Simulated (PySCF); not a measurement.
Computed shifts of a molecule C4H10BN, PBE/pcSseg-1 (PySCF), GIAO, gas phase, equivalent atoms averaged, in ppm (number of nuclei): ¹³C: 32.9 (1), 29.4 (1), 19.1 (1), 18.6 (1). ¹⁵N: 104.2 (1). ¹H: 4.08 (2), 2.64 (1), 1.82 (1), 1.40 (1), 1.34 (1), 1.31 (3), 1.30 (1). References: ¹³C against TMS (σ = 182.0 ppm); ¹¹B against BF3 (σ = 83.9 ppm); ¹⁵N against NH3 (σ = 267.0 ppm); ¹H against TMS (σ = 31.49 ppm), references at their B3LYP-D3(BJ)/def2-TZVP geometries, non-relativistic. Geometry optimised at B3LYP-D3(BJ)/def2-SVP. Other conformers were not sampled.

Task: Identify the compound among the candidates.
(A) CNB1CCC1
(B) C/N=C/B(C)C
(C) C[C@H]1CCB1N
(D) CC1CB(N)C1

Result: C, C[C@H]1CCB1N
